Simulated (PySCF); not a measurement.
Compound: F₂H₈Si₄.
Numbering: `[F:1][SiH2:2][SiH2:3][Si@H:4]([F:5])[SiH3:6]` (hydrogens: H7, H8 on Si2; H9, H10 on Si3; H11 on Si4; H12, H13, H14 on Si6)

Structure used (GFN2-xTB), in Å, numbered top down from 1:
```xyz
14
F2H8Si4 angstrom
F     -1.8398    1.4899   -0.6075
Si    -2.5686    0.1771    0.0100
Si    -0.8448   -1.2845    0.4650
Si     1.1541   -0.6729   -0.5671
F      2.1883   -1.9073   -0.3027
Si     2.2423    1.2654    0.0804
H     -3.3163    0.7325    1.1328
H     -3.5177   -0.1776   -1.0402
H     -1.2845   -2.6482    0.1198
H     -0.6638   -1.3586    1.9287
H      1.0230   -0.7963   -2.0269
H      2.3987    1.3298    1.5386
H      3.5831    1.4276   -0.4903
H      1.4452    2.4227   -0.3276
```

Method: PySCF, TDDFT CAM-B3LYP/def2-SVPD, vertical, gas phase, core orbitals frozen in the response.

Transition dipole moments from the ground state, in atomic units and in the frame of the coordinates above (overall signs are arbitrary), for the states with f of 0.002 or more among the lowest 7:

```csv
state,E (eV),μx,μy,μz
S1,5.883,-0.307,0.238,0.034
S2,6.354,1.133,0.323,-0.113
S3,6.476,-0.308,-0.301,0.187
S4,6.669,-0.082,-0.035,-0.175
S5,6.927,-0.415,-0.294,0.145
S6,7.172,0.821,0.473,0.075
S7,7.287,0.507,0.120,-0.228
```

(1) What oscillator strength does each state have?

(2) Which bond between heavy atoms lies closest to the direction of the S2 transition dipole?

(3) What angle do the transition dipoles of S5 and S6 make?

(4) What peak molar absorption coefficient would the strongest computed level give as a lone Gaussian band 0.3 eV wide at half height?

Results:

(1) f = (2/3) ΔE |μ|² with ΔE in hartree (27.2114 eV).

```json
{"state": "S1", "|μ|² (au)": "0.152", "|μ| (D)": "0.99", "f": "0.022"}
{"state": "S2", "|μ|² (au)": "1.401", "|μ| (D)": "3.01", "f": "0.218"}
{"state": "S3", "|μ|² (au)": "0.221", "|μ| (D)": "1.19", "f": "0.035"}
{"state": "S4", "|μ|² (au)": "0.038", "|μ| (D)": "0.50", "f": "0.006"}
{"state": "S5", "|μ|² (au)": "0.280", "|μ| (D)": "1.35", "f": "0.048"}
{"state": "S6", "|μ|² (au)": "0.903", "|μ| (D)": "2.42", "f": "0.159"}
{"state": "S7", "|μ|² (au)": "0.324", "|μ| (D)": "1.45", "f": "0.058"}
```

(2) Si3–Si4, at 21° from it; next F1–Si2 at 47°.

(3) |cos θ| = |μa·μb| / (|μa| |μb|) = 0.93, so θ ≈ 21° (taken between 0 and 90°, since the signs are arbitrary).

(4) ε(max) = 2.175×10⁸ f / FWHM, with the width in cm⁻¹. S2: 2.175×10⁸ × 0.2181 / 2420 ≈ 20000 L mol⁻¹ cm⁻¹.

One conformer stands for the species.
